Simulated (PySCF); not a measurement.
AlCl, SMILES [Al][Cl] (connectivity only; charge and spin as stated), neutral, multiplicity 1. Atoms are numbered in the order given.

```xyz
2

Al     0.0000     0.0000    -1.2166
Cl     0.0000     0.0000     0.9304
```
Charge 0, spin multiplicity 1.

Geometry optimised at PBE0-D3(BJ)/def2-TZVPD.

Method: ωB97X/def2-TZVPD run with PySCF.

Mulliken values depend strongly on the basis, most of all with diffuse functions as here. ESP charges are fitted to the potential on shells at 1.4 to 2.0 van der Waals radii. Atomic charges (e):

```
atom  Mulliken  ESP fit
----  --------  -------
Al1       0.24        …
Cl2      -0.24        …
```

Q: Some entries are withheld; supply them. (The exact figures need the calculation; the answer reports its results.)

A: 
- Al1, ESP fit: 0.19
- Cl2, ESP fit: -0.19
